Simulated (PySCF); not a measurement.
Members of one family of related compounds. Computed, not measured: TDDFT wB97X-D/def2-SVPD, vertical, gas phase, core orbitals frozen in the response (PySCF 2.14.0, density-fitted response routines). Geometries: PBE0-D3(BJ)/def2-SVP; one conformer of each isolated species. Triplets are in the Tamm–Dancoff approximation. Relativistic effects are left out although some hold elements past zinc.

Question: Rank by computed lowest singlet excitation energy, lowest first.
A. `C/N=C\c1ccncc1`
B. `COCC1=CC=NC=C1`
C. `CS(=O)(=O)c1ccncc1`
D. `C[S@@](=O)c1ccncc1`
E. `[GeH3][O]c1ccncc1`

Answer: A (4.26 eV), C (4.66 eV), D (4.85 eV), B (5.10 eV), E (5.35 eV).

```csv
SMILES,S1 (eV),LUMO (eV),first f ≥ 0.01 (nm),f (S1),gap (eV),S1 mainly
C/N=C\c1ccncc1,4.26,-0.03,235,0.002,9.10,H→L (85%)
CS(=O)(=O)c1ccncc1,4.66,-0.24,230,0.004,9.67,H→L (94%)
C[S@@](=O)c1ccncc1,4.85,0.23,239,0.008,9.21,H-1→L (74%)
COCc1ccncc1,5.10,1.01,222,0.004,10.24,H→L (97%)
[GeH3][O]c1ccncc1,5.35,1.30,201,0.000,10.32,H-1→L (96%)
```

H and L stand for HOMO and LUMO.

- `C/N=C\c1ccncc1`: Löwdin shares by element: HOMO nitrogen 53%, carbon 20% or more (atoms not listed hold the other 26%); LUMO nitrogen 31%, carbon 29% or more (atoms not listed hold the other 40%).
- `CS(=O)(=O)c1ccncc1`: Löwdin shares by element: HOMO nitrogen 51%, carbon 25% or more (atoms not listed hold the other 24%); LUMO carbon 45% or more, nitrogen 20% (atoms not listed hold the other 35%).
- `C[S@@](=O)c1ccncc1`: Löwdin shares by element: HOMO oxygen 47%, sulfur 29%, carbon 13% or more; LUMO carbon 46% or more, nitrogen 20% (atoms not listed hold the other 34%).
- `COCc1ccncc1`: Löwdin shares by element: HOMO nitrogen 59%, carbon 26% or more; LUMO carbon 50% or more, nitrogen 20% (atoms not listed hold the other 30%).
- `[GeH3][O]c1ccncc1`: Löwdin shares by element: HOMO carbon 33% or more, oxygen 23%, nitrogen 18% (atoms not listed hold the other 26%); LUMO (one of a set within 0.03 eV) carbon 68% or more (atoms not listed hold the other 32%).
